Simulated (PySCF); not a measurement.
Run record: geometry optimisation, 2-bromobenzenethiol, `Sc1ccccc1Br`.

Computed with PBE0-D3(BJ)/def2-SVP geometry optimisation, gas phase (PySCF 2.14.0). Start geometry: GFN2-xTB. A driver script takes a list of jobs; this job's settings line and coordinates (Å) are shown.

Input:
```
{"job": {"xc": "PBE0", "basis": "def2-SVP", "d3": "d3bj", "grid": 2, "kind": "geom"}, "charge": 0, "multiplicity": 1}
S      2.739638    -0.265933    -0.659604
C      1.027983    -0.129215    -0.268889
C      0.189775    -1.118753    -0.782505
C     -1.167128    -1.104782    -0.535104
C     -1.721095    -0.095366     0.236499
C     -0.905985     0.893428     0.754369
C      0.456325     0.879047     0.504020
Br     1.499518     2.294288     1.265461
H      3.139975     0.820633    -0.000511
H      0.632147    -1.900841    -1.380782
H     -1.792386    -1.882392    -0.945381
H     -2.780767    -0.075173     0.437070
H     -1.322386     1.685544     1.357628
```

Output:
```
step   0  E = -3202.69551036  max force = 0.013304
step   1  E = -3202.69677799  max force = 0.004484
step   2  E = -3202.69684331  max force = 0.001969
step   3  E = -3202.69685887  max force = 0.001521
step   4  E = -3202.69688877  max force = 0.000292
step   5  E = -3202.69688836  max force = 0.000309
optimisation converged
```

Energies in Eh; «max force» is the largest Cartesian gradient component in Eh/bohr.

How much energy does the optimisation release, in kcal/mol?

E(step 0) − E(last step) = 0.001378 Eh, which is 0.9 kcal/mol.

Summary of the converged run: final energy -3202.69689 Eh after 5 steps; dipole 1.17 D.

Where do the atoms end?

0.016 Å rms from the input after alignment:
```
atom  x, y, z in Å
S1     1.6542   -1.3129   -1.5411
C2    -0.0534   -1.1715   -1.1461
C3    -0.9014   -2.1666   -1.6597
C4    -2.2667   -2.1515   -1.4093
C5    -2.8269   -1.1365   -0.6343
C6    -2.0072   -0.1407   -0.1154
C7    -0.6351   -0.1565   -0.3678
Br8    0.4066    1.2367    0.3761
H9     2.0520   -0.2087   -0.8727
H10   -0.4663   -2.9640   -2.2674
H11   -2.8975   -2.9407   -1.8240
H12   -3.8995   -1.1162   -0.4318
H13   -2.4254    0.6627    0.4935
```

On an Intel Xeon Platinum 8488C with one thread, no GPU, shared host with 192 logical CPUs at a one-minute load of 125, this took 1.7 min of wall time and 0.78 GiB of memory at its peak.
Labels such as C1 count atoms from 1, the log's own numbers from 0.
